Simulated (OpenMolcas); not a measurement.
An atom or ion with 42 electrons was computed by MS-CASPT2, IPEA 0.25 Eh, imaginary shift 0.1 Eh with spin-orbit coupling (OpenMolcas, ANO-RCC-VTZP, DKH2). The lowest levels that the run gave, each within 12 % of the measured value where one is at hand:

```json
{"J": "4", "Parity": "even", "E (cm-1)": "0.0", "g": "1.494"}
{"J": "3", "Parity": "even", "E (cm-1)": "2520", "g": "1.496"}
{"J": "2", "Parity": "even", "E (cm-1)": "3760", "g": "1.497"}
{"J": "1", "Parity": "even", "E (cm-1)": "4670", "g": "1.498"}
{"J": "0", "Parity": "even", "E (cm-1)": "5090", "g": ""}
{"J": "4", "Parity": "even", "E (cm-1)": "21780", "g": "1.020"}
{"J": "2", "Parity": "even", "E (cm-1)": "21840", "g": "1.478"}
{"J": "6", "Parity": "even", "E (cm-1)": "22760", "g": "1.160"}
{"J": "5", "Parity": "even", "E (cm-1)": "23020", "g": "1.078"}
{"J": "3", "Parity": "even", "E (cm-1)": "25480", "g": "1.012"}
{"J": "4", "Parity": "even", "E (cm-1)": "26090", "g": "1.018"}
{"J": "2", "Parity": "even", "E (cm-1)": "26390", "g": "0.689"}
```

Which ion is it, and what are the configurations and terms?

Ag5+ (Z = 47, charge +5; active space 6 electrons in 10 orbitals (4d 5d)). J, parity and g give the terms where levels are pure, and mixed ones are named by the computed weights; the size of the splittings, set against known spectra of the 42-electron sequence, gives the charge. In order, with the measured energies in cm-1 (the list in Gamrath, thesis, University of Mons (2023)): 4d6 5D4, 4d6 5D3 (2692), 4d6 5D2 (3953), 4d6 5D1 (4941), 4d6 5D0 (5380), 4d6 3H4 [36 %], 4d6 3P2(1) (21042), 4d6 3H6 (21512), 4d6 3H5 [73 %] (21812), 4d6 3F3(1) [75 %] (24441), 4d6 3H4 [52 %], 4d6 3F2(1) (25306).

CASPT2 does not keep the components of a term degenerate, so their means are used; among the terms shown or strongly mixed into the levels shown the widest spread is 240 cm-1 (4d6 3G). Active for correlation alone: 5d; no level in the range computed is led by a configuration that fills it, so any true level of that kind is missing. Computed and measured levels are paired by configuration, term and J; levels that our copy of the source lacks, or whose pairing is in doubt (as where it misses far off the trend of its configuration), stay unpaired and out of the deviations. Levels of configurations outside the active space are missing.

A share in square brackets marks a mixed level and gives the weight of the term that names it. A number in round brackets counts repeated terms of one configuration in the order of the reference energies.
